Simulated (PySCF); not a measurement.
Spin–spin coupling constants

Geometry (Å), atoms numbered from 1 in this order:
```xyz
10

C     1.4029   -0.9063    0.3321
N     1.4016    0.3542    0.2933
Ge   -0.1447    1.3557    0.0154
As   -2.1920    0.0969   -0.3510
H     2.3528   -1.4469    0.5036
H     0.5073   -1.5533    0.2057
H     0.1287    2.2341   -1.2176
H    -0.3121    2.2444    1.2600
H    -1.5168   -0.8358   -1.3526
H    -1.9047   -0.8476    0.8134
```

Method: B3LYP/pcJ-1 (pcSseg-1 on As, pcSseg-1 on Ge) (spin–dipole term only in couplings to heteroatoms)//PBE0-D3(BJ)/def2-SVP, PySCF 2.14; isolated molecule, single conformer, non-relativistic. Couplings are averaged over pairs made equivalent by symmetry, fast rotation or ring inversion, so a value needn't be that of the named pair in this geometry, while other rotamers aren't included; one pair stands for each set, and the list holds those of at least 1.5 Hz over up to four bonds.

Isotopes: $^{13}$C, $^{1}$H, $^{15}$N.

| pair | bonds | J (Hz) |
| --- | --- | --- |
| C1, N2 | 1 | -4.0 |
| C1, H5 | 1 | 185.8 |
| C1, H6 | 1 | 167.2 |
| N2, H5 | 2 | -14.3 |
| N2, H6 | 2 | 2.6 |
| N2, H7 | 2 | -6.0 |
| H5, H6 | 2 | ? |
| H7, H8 | 2 | ? |
| H9, H10 | 2 | -10.5 |
| C1, H7 | 3 | ? |
| H7, H9 | 3 | ? |
| H6, H7 | 4 | -2.5 |

Q: Estimate the withheld couplings, with signs.

A: 
- $^{2}J$(H5,H6) = 21.8 Hz (angle at C1 115°)
- $^{2}J$(H7,H8) = 11.1 Hz (angle at Ge3 110°)
- $^{3}J$(C1,H7) = 4.6 Hz (dihedral angle 123°)
- $^{3}J$(H7,H9) = 3.8 Hz (mean over equivalent pairs that range from -0.4 to 7.9 Hz in this conformer)

Relativistic effects of the heavier atoms present are left out.
